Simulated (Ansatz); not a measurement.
CH3Te (SMILES C[Te]) moved off its minimum; all values from Ansatz (an electronic-structure program), cores frozen in correlated methods. Open shells are unrestricted. Elements past Kr take the def2 small-core potentials, without spin–orbit coupling.
(charge 0, multiplicity 2)
```xyz
5

C     -1.85624     0.05679     0.14631
Te     0.18232     0.12230    -0.24777
H     -2.06320    -0.57695    -0.57378
H     -2.13737    -0.34883     1.08582
H     -2.01086     0.98131    -0.33410
```

Q: Give the forces (eV/Å), the total energy and the dipole at CCSD(T)/def2-TZVPPD.

A: 
```csv
atom,Fx,Fy,Fz
C1,1.656,1.341,1.662
Te2,2.214,-0.133,0.181
H3,-1.789,-3.517,-3.486
H4,-0.490,0.740,0.913
H5,-1.591,1.570,0.731
```
Energy -306.9277 hartree, dipole 1.33 D.
